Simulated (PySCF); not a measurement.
# Working out the ionisation energy of Br

Br [Ar] 3d10 4s2 4p5 (2P) → Br⁺ [Ar] 3d10 4s2 4p4 (3P). All numbers are calculated (PySCF 2.14, the non-relativistic Hamiltonian (point nucleus), in def2-TZVP (6s5p4d1f, 48 functions)). Frozen: [Ar] 3d10. Energies in hartree (1 hartree = 27.21139 eV):

| part | Br (lower) | Br⁺ (upper) |
| --- | --- | --- |
| UHF | -2572.398101 | -2572.002624 |
| CCSD correlation | -0.153685 | -0.123970 |
| (T) | -0.004568 | -0.003327 |

What does Hartree-Fock give?

(-2572.002624) − (-2572.398101) = 0.395477 hartree = 10.761 eV.

What do CCSD and CCSD(T) give?

The CCSD correlation energies differ by 0.029715 hartree = 0.809 eV and the triples by 0.001241 hartree = 0.034 eV, so CCSD gives 11.570 eV and CCSD(T) 11.604 eV.

Measured between the centres of the two terms (NIST): 11.844 eV, so CCSD(T) (valence) is off by -0.240 eV.

The calculation is non-relativistic.

What remains against the reference includes basis incompleteness, the frozen core and higher excitations.
